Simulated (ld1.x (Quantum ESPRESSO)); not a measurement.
**lead: excitation energies, all-electron against TM**

ld1.x (Quantum ESPRESSO) 7.5 input, shortened:

```
&input
   title='Pb', zed=82., rel=1, dft='WC', iswitch=3,
   config='[Xe] 4f14 5d10 6s2 6p2 6d-2'
 /
 &inputp
   pseudotype=2, tm=.true., lloc=0,
   nlcc=.false.
 /
3
6P  2  1   2.00   0.00  2.55  2.55  0.0
6D  3  2  -2.00  -0.15  2.55  2.55  0.0
6S  1  0   2.00   0.00  1.65  1.65  0.0
 &test
   configts(1)='6s2 6p2'
 /
```

Energies are relative to the spin-unpolarised reference configuration 6s2 6p2; without spin polarisation the order of configurations can differ from experiment.

Problem. Give the all-electron excitation energy and the error of the potential for: 6s2 6p1; 6s2 6p0; 6s1 6p0; 6s2 6p1.5; 6s2 6p2.3; 6s1 6p3; 6s0 6p4.

Solution.

| valence configuration | charge | ΔE all-electron (eV) | error AE − PS (meV) |
| --- | --- | --- | --- |
| 6s2 6p1 | +1 | 6.592 | -9.3 |
| 6s2 6p0 | +2 | 20.039 | -12 |
| 6s1 6p0 | +3 | 52.546 | +4.7 |
| 6s2 6p1.5 | +0.5 | 2.499 | -2.5 |
| 6s2 6p2.3 | -0.3 | -0.800 | +0.1 |
| 6s1 6p3 | 0 | 8.778 | +11 |
| 6s0 6p4 | 0 | 17.916 | +85 |

Levels in the configuration 6s2 6p1:

```csv
level,all-electron (eV),pseudo (eV)
6s,-19.333,-19.365
6p,-9.874,-9.886
```

Note: ghost state, extra bound levels that the all-electron valence spectrum of the same l lacks: d at -49.4 eV. A true bound ghost makes a file unfit for plane-wave use.
